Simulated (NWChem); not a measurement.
# C2HF3Si; SMILES C#C[Si](F)(F)F

Results from NWChem. Medium grid unless said otherwise, to which SCAN and Minnesota functionals are sensitive. All runs use the structure optimised with PBE0/def2-SVP. Level r2SCAN/def2-SVP: energy and gradient; each run changes one setting, and changes count from the defaults (medium grid, exact Coulomb integrals, symmetry on).

Task: Which setting moves the energy most, and by about how much (symmetry off; defaults; coarse grid; Coulomb fitting, Ahlrichs set)?

Result: coarse grid, by about 2000 μHa.
```json
[
 {"setting": "defaults", "size of the energy change (μHa)": "< 10", "largest change of a gradient component (μHa/bohr)": "< 30"},
 {"setting": "symmetry off", "size of the energy change (μHa)": "< 10", "largest change of a gradient component (μHa/bohr)": "other frame"},
 {"setting": "coarse grid", "size of the energy change (μHa)": "2000", "largest change of a gradient component (μHa/bohr)": "400"},
 {"setting": "Coulomb fitting, Ahlrichs set", "size of the energy change (μHa)": "400", "largest change of a gradient component (μHa/bohr)": "400"}
]
```
